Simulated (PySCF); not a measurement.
C4H2F2, SMILES C#C/C(F)=C\F.

The structure is a stationary point at PBE0-D3(BJ)/def2-SVP. The structure was generated by enumeration; whether it is a known compound was not checked.

These are TDA-CAM-B3LYP/def2-SVPD run with PySCF values and carry that method's errors.

Vertical excitations.  State labels are in the subgroup Cs.

```
state  symmetry  energy (eV)  λ (nm)      f                                              main pairs
-----  --------  -----------  ------  -----  ------------------------------------------------------
S1           A"         5.42     229  0.000                                        HOMO→LUMO+1 90 %
S2           A'         5.86     211  0.250                      HOMO→LUMO 65 %, HOMO−1→LUMO+1 21 %
S3           A"         5.91     210  0.000                                        HOMO−1→LUMO 94 %
S4           A"         7.03     176  0.000                                        HOMO→LUMO+2 90 %
S5           A"         7.36     168  0.002  HOMO−2→LUMO+1 50 %, HOMO→LUMO+4 22 %, HOMO→LUMO+3 11 %
S6           A'         7.37     168  0.420    HOMO−2→LUMO 51 %, HOMO→LUMO 23 %, HOMO−1→LUMO+1 19 %
S7           A"         7.77     160  0.037                      HOMO→LUMO+3 72 %, HOMO→LUMO+5 11 %
S8           A"         8.26     150  0.001                    HOMO→LUMO+5 66 %, HOMO−2→LUMO+1 14 %
S9           A"         8.34     149  0.000  HOMO→LUMO+4 61 %, HOMO−2→LUMO+1 13 %, HOMO→LUMO+5 13 %
S10          A"         8.51     146  0.001                                        HOMO−3→LUMO 94 %
T1           A'         3.31     375      0                                          HOMO→LUMO 94 %
T2           A"         5.00     248      0                      HOMO→LUMO+1 74 %, HOMO−1→LUMO 12 %
T3           A'         5.26     236      0                    HOMO−1→LUMO+1 66 %, HOMO−2→LUMO 16 %
T4           A"         5.62     221      0                      HOMO−1→LUMO 79 %, HOMO→LUMO+1 15 %
```
Triplets are in the Tamm–Dancoff approximation.
